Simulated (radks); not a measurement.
Q: Species: F I. Configuration: 2s2 2p5 3p2 (not the ground configuration). Calculated with a radial shooting solver on a logarithmic mesh with Libxc functionals: scalar-relativistic Kohn-Sham, PBE, spin-polarised, spherical densities, point nucleus; open shells are filled with parallel spins first. Some entries of the table are withheld. Estimate them.

| orbital | occ. | eigenvalue (Ry) | <1/r> (bohr^-1) |
|---|---|---|---|
| 2s up | 1 | -4.62570 | 1.779 |
| 2s down | 1 | -4.46928 | 1.763 |
| 2p up | 3 | (1) | (2) |
| 2p down | 2 | (3) | (4) |
| 3p up | 2 | -0.22029 | 0.3248 |

A: 
(1) 2p up eigenvalue (Ry): -3.45525
(2) 2p up <1/r> (bohr^-1): 1.774
(3) 2p down eigenvalue (Ry): -3.24980
(4) 2p down <1/r> (bohr^-1): 1.750
